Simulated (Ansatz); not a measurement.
Basis-set series for CH₃ClOZn (`C[O][Zn][Cl]`). Total charge 0; spin multiplicity 1. The structure was optimised at the PBE0-D4/def2-TZVP level. It is one conformer, not always the lowest.

```tsv
functional	basis	functions	energy (Eh)	HOMO (eV)	LUMO (eV)
PBE0-D4	def2-SVP	92	-2353.76640	-7.39	-1.03
PBE0-D4	def2-TZVPP	210	-2354.32217	-7.73	-1.29
ωB97M-V	def2-SVP	92	-2354.12528	-9.75	0.57
ωB97M-V	def2-TZVPP	210	-2354.68434	-10.14	0.41
```

Question: Give the rows for def2-QZVPP. (Estimate.)

Answer: Ansatz gave: 
```tsv
functional	basis	functions	energy (Eh)	HOMO (eV)	LUMO (eV)
PBE0-D4	def2-QZVPP	374	-2354.38863	-7.76	-1.34
ωB97M-V	def2-QZVPP	374	-2354.74843	-10.17	0.17
```

Positive LUMOs are unbound and depend on the basis. Scalar relativity is left out up to krypton.
